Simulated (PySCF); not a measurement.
Input of a run (PBE0-D3(BJ)/def2-SVP geometry optimisation, gas phase (PySCF 2.14.0)), started from a GFN2-xTB structure with every atom displaced at random (by about 0.01 Å):
```
{"job": {"xc": "PBE0", "basis": "def2-SVP", "d3": "d3bj", "grid": 1, "shake": 0.01, "kind": "geom"}, "charge": 0, "multiplicity": 1}
F      2.286350    -0.065460     1.408740
C      1.886310     0.058640     0.077700
C      0.392960     0.091190    -0.055620
C     -0.456000     0.954080    -0.516640
F     -0.412010     2.140850    -1.114520
C     -1.694850     0.124680    -0.200090
C     -0.649640    -0.901170     0.357550
H      2.333660    -0.807600    -0.429920
H      2.337570     0.989590    -0.288230
H     -2.266250    -0.223420    -1.047760
H     -2.374600     0.540870     0.551600
H     -0.620270    -1.845270    -0.169790
H     -0.757390    -1.073860     1.416660
```

Output (energies in Eh, forces in Eh/bohr):
```
step   0  E = -393.05462883  max force = 0.071294
step   1  E = -393.05935319  max force = 0.023621
step   2  E = -393.05997135  max force = 0.015233
step   3  E = -393.06084597  max force = 0.001305
step   4  E = -393.06088946  max force = 0.000489
step   5  E = -393.06092105  max force = 0.000880
step   6  E = -393.06095032  max force = 0.001114
step   7  E = -393.06096883  max force = 0.000817
step   8  E = -393.06097866  max force = 0.000935
step   9  E = -393.06099037  max force = 0.000926
step  10  E = -393.06100181  max force = 0.000578
step  11  E = -393.06100608  max force = 0.000344
optimisation converged
```

Problem. Summarise the run.

Solution. The energy falls by 0.174 eV over 12 energy and gradient evaluations, the largest force component goes from 0.0713 to 3.4e-04 Eh/bohr, and the atoms move by 0.028 Å rms after alignment. The bond that changes most is C3=C4 (fully substituted alkene carbon to vinylic C–F carbon), which lengthens by 0.044 Å. Bonds longer at the end by more than 0.005 Å: 8 of 13; shorter: 5. Among the angles that change most is C3–C4–F5, from 137.1° to 133.3°. The energy never rose by more than 1e-6 Eh on the way. The first step brought 74 % of the lowering.

Problem. What are the final bond lengths?

Solution. F1–C2 1.378 Å, C2–C3 1.479 Å, C3=C4 1.339 Å, C4–F5 1.318 Å, C4–C6 1.493 Å, C6–C7 1.562 Å, C3–C7 1.516 Å, C2–H8 1.105 Å, C2–H9 1.102 Å, C6–H10 1.102 Å, C6–H11 1.102 Å, C7–H12 1.102 Å, C7–H13 1.101 Å. Numbering counts from 1 in the input's order; the species is `FCC1=C(F)CC1`.

The run used 128 basis functions and 79 SCF cycles in all. Hardware: one thread, Arm Neoverse V1 (aarch64), shared host with 32 logical CPUs at a one-minute load of 32. Cost: 80 s, 0.50 GiB resident at most.

No frequency check. One conformer, not necessarily the lowest.

The values belong to the conformer `[F:1][CH2:2][C:3]1=[C:4]([F:5])[CH2:6][CH2:7]1`: F1–C2–C3–C4 120°.
